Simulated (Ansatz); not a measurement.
`CC(C)[AsH][SiH3]`. Charge 0, multiplicity 1.

```csv
atom,x (Å),y (Å),z (Å)
C1,-1.1548,-0.1809,-0.7567
C2,-0.5030,-0.2954,0.6076
C3,-0.8205,-1.6267,1.2713
As4,1.4812,-0.0605,0.6214
Si5,1.6632,1.9132,-0.6621
H6,-2.2357,-0.3425,-0.6775
H7,-0.7572,-0.9324,-1.4445
H8,-1.0002,0.7990,-1.2121
H9,-0.8607,0.5157,1.2514
H10,-0.3800,-1.7027,2.2677
H11,-1.9033,-1.7564,1.3689
H12,-0.4430,-2.4622,0.6742
H13,1.7566,-0.9664,-0.5753
H14,1.1183,1.8214,-2.0434
H15,0.9378,2.9961,0.0576
H16,3.1013,2.2807,-0.7484
```

(1) List the harmonic frequencies (cm⁻¹, unscaled) at PBE0-D4/def2-TZVP in Ansatz. (Estimate.)

(2) Is this a minimum?

(3) Give the ideal-gas thermochemistry at 298.15 K and 1 bar (rigid rotor, harmonic oscillator; point group C1, symmetry number 1).

(4) And at 400, 500, 600, 800 and 1000 K?

(5) Rotational constants (cm⁻¹)?

Answers

(1) The calculation gave: 30, 71, 147, 235, 242, 269, 291, 363, 383, 446, 519, 556, 682, 741, 883, 909, 928, 935, 949, 975, 1052, 1138, 1184, 1252, 1336, 1396, 1414, 1472, 1480, 1493, 1493, 2185, 2210, 2221, 2227, 3031, 3035, 3049, 3097, 3102, 3123, 3127.

(2) Yes, all 42 modes are real.

(3) Zero-point energy 333.0 kJ/mol; H(298) − E = 359.2 kJ/mol; entropy 394.4 J/(mol·K), of which translation 171.4, rotation 117.9, vibration 105.1; G(298) − E = 241.6 kJ/mol. Modes under 100 cm⁻¹ are hindered rotations or soft bends, so the harmonic entropy is rough.

(4) 
```csv
T (K),H − E (kJ/mol),S (J/mol/K),G − E (kJ/mol)
400,375.1,440.2,199.0
500,393.8,481.7,152.9
600,414.9,520.2,102.8
800,463.3,589.6,-8.4
1000,518.0,650.5,-132.5
```

(5) 0.1217, 0.05451, 0.04048.
